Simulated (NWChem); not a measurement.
CdIBr; SMILES [Br][Cd][I]

All runs: NWChem. All runs use the structure optimised with PBE-D3(BJ)/def2-SVP. def2 effective core potentials on Cd, I; no spin-orbit coupling. Total energies of different functionals are on different scales.

```
level             energy (Ha)  highest occupied level (eV)  orbital gap (eV)  dipole (D)
----------------  -----------  ---------------------------  ----------------  ----------
B3LYP/def2-TZVP    -3039.9228                        -7.65        (withheld)        0.66
PBE/def2-TZVP      -3039.3464                        -6.78              3.53        0.65
B97-D/def2-TZVP    -3041.9161                        -6.74              3.48        0.65
B3PW91/def2-TZVP   -3039.9850                        -7.71              5.07        0.64
B97-2/def2-TZVP    -3040.9207                        -7.64              5.15        0.64
PW6B95/def2-TZVP   -3041.1537                        -7.92              5.51        0.66
N12/def2-TZVP      -3042.4612                        -6.52              3.44        0.79
```

Q: Fill in the missing entries.

A: 
- B3LYP/def2-TZVP, orbital gap (eV): 4.92
